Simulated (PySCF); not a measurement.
**Spin states and ions at one geometry of WO2(OH)2**

PySCF 2.14.0, RKS r2SCAN, W def2-SVP with ECP60, O def2-SVP, H def2-SVP; non-relativistic Hamiltonian with scalar-relativistic core potentials where named; density fitting; no spin-orbit coupling; singlets restricted, open shells unrestricted. The geometry is relaxed for charge 0, singlet, vacuum:

```xyz
7

W     0.0000    0.0000   -0.1803
O     0.8899    1.0639    0.8309
O    -0.8899   -1.0639    0.8309
O     1.2103   -0.9920   -1.2390
H     1.2889   -1.9534   -1.3012
O    -1.2103    0.9920   -1.2390
H    -1.2889    1.9534   -1.3012
```

Energies count from the relaxed state; an electron taken off or put on is at rest in vacuum. Charges and spins are Mulliken's.

| state | energy (eV) | spin squared | charge on W1 (e) | spin on W1 (e) | dipole about the centre of mass (D) |
| --- | --- | --- | --- | --- | --- |
| charge 0, singlet, vacuum | 0.00 | 0.00 | 1.17 | 0.00 | 3.00 |
| charge 0, triplet, vacuum | 4.83 | 2.02 | 1.05 | 0.65 | 1.24 |
| charge +1, doublet, vacuum | 10.88 | 0.78 | 1.40 | -0.23 | 1.32 |

Question: What does the state charge -1, doublet, vacuum give?

Answer: energy (eV) 0.82, spin squared 0.75, charge on W1 (e) 0.66, spin on W1 (e) 0.77, dipole about the centre of mass (D) 1.22.

With an electron taken off (doublet) the charges change, summed by element, by W +0.23 e, O +0.68 e, H +0.10 e. The vertical ionisation energy is 10.88 eV, against −ε(HOMO) = 7.57 eV of the relaxed state. The level lies 3.3 eV too high, as is usual for semilocal functionals and global hybrids, which keep a self-interaction error.

With an electron put on (doublet) the charges change, summed by element, by W -0.51 e, O -0.23 e, H -0.25 e. The vertical electron affinity is -0.82 eV, against −ε(LUMO) = 2.28 eV of the relaxed state. The basis has no diffuse functions, which an added electron needs. The added electron's level lies above zero.

Open shells may have lower solutions than those found. Hard to converge, so the more doubtful: charge 0, triplet, vacuum.

No frequency check is given that shows the relaxed geometry to be a minimum.
